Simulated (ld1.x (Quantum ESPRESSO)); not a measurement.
# iron (Fe), TM: configuration errors across variants

ld1.x (Quantum ESPRESSO) 7.5 input, shortened:

```
&input
   title='Fe', zed=26., rel=2, dft='PBE', iswitch=3,
   config='[Ar] 3d6.5 4s1.5 4p0', rel_dist='average'
 /
 &inputp
   pseudotype=2, tm=.true., lloc=2,
   nlcc=.false.
 /
3
3S  1  0   2.00   0.00  1.30  1.30  0.0
3P  2  1   6.00   0.00  1.05  1.05  0.0
3D  3  2   6.50   0.00  1.45  1.45  0.0
 &test
   configts(1)='3s2 3p6 3d6.5 4s1.5 4p0'
 /
```

Open shells are filled in proportion to 2j + 1 (rel_dist='average').

Occupied shells without a wave of their own: 4s. They enter only through the test configuration that unscreens the potential.

All-electron excitation energies from the reference (eV): (1) 3s2 3p6 3d6 4s2 4p0 0.727; (2) 3s2 3p6 3d6 4s1 4p0 9.456; (3) 3s2 3p6 3d6 4s0 4p0 25.660; (4) 3s2 3p6 3d6 4s1.5 4p0 4.211; (5) 3s2 3p6 3d5 4s2 4p1 9.474; (6) 3s2 3p6 3d6 4s0 4p2 9.182; (7) 3s2 3p6 3d7 4s1 4p0 -0.064.

For the base: The 4s level has no wave, so the channel is fitted at the deeper level alone: the likely source of the large errors.

The file “base” misses its own reference levels by 0.4 eV. The file “all radii scaled by about 0.87 (s 1.14, p 0.92, d 1.26 bohr)” misses its own reference levels by 0.3 eV. The file “all radii scaled by about 0.97 (s 1.26, p 1.02, d 1.40 bohr)” misses its own reference levels by 0.4 eV. The file “all radii scaled by about 1.09 (s 1.42, p 1.14, d 1.58 bohr)” misses its own reference levels by 0.6 eV. The file “all radii scaled by about 1.18 (s 1.54, p 1.24, d 1.72 bohr)” misses its own reference levels by 0.9 eV. The file “all radii scaled by about 1.28 (s 1.66, p 1.34, d 1.86 bohr)” misses its own reference levels by 1.2 eV. The file “all radii scaled by about 1.38 (s 1.80, p 1.44, d 2.00 bohr)” misses its own reference levels by 1.7 eV.

Errors AE − PS in meV (a dash: test not solved or not reliable):

| change | (1) | (2) | (3) | (4) | (5) | (6) | (7) | bound ghosts |
| --- | --- | --- | --- | --- | --- | --- | --- | --- |
| base | +277 | -338 | -1425 | +17 | +548 | -1199 | -171 | none |
| all radii scaled by about 0.87 (s 1.14, p 0.92, d 1.26 bohr) | +183 | -221 | -903 | +11 | +375 | -725 | -113 | none |
| all radii scaled by about 0.97 (s 1.26, p 1.02, d 1.40 bohr) | +253 | -307 | -1288 | +16 | +504 | -1076 | -156 | none |
| all radii scaled by about 1.09 (s 1.42, p 1.14, d 1.58 bohr) | +364 | -447 | -1963 | +25 | +707 | -1715 | -222 | none |
| all radii scaled by about 1.18 (s 1.54, p 1.24, d 1.72 bohr) | +551 | -698 | -3128 | +34 | +1042 | -2697 | -353 | none |
| all radii scaled by about 1.28 (s 1.66, p 1.34, d 1.86 bohr) | +739 | -965 | -4409 | +39 | +1342 | -3829 | -489 | none |
| all radii scaled by about 1.38 (s 1.80, p 1.44, d 2.00 bohr) | +959 | -1409 | -6296 | -8.4 | +1578 | -5466 | -658 | none |

Problem. Give the same row for: all radii scaled by about 0.77 (s 1.00, p 0.80, d 1.12 bohr).

Solution. +121, -147, -591, +5.9, +257, -446, -77; bound ghosts: not determined.
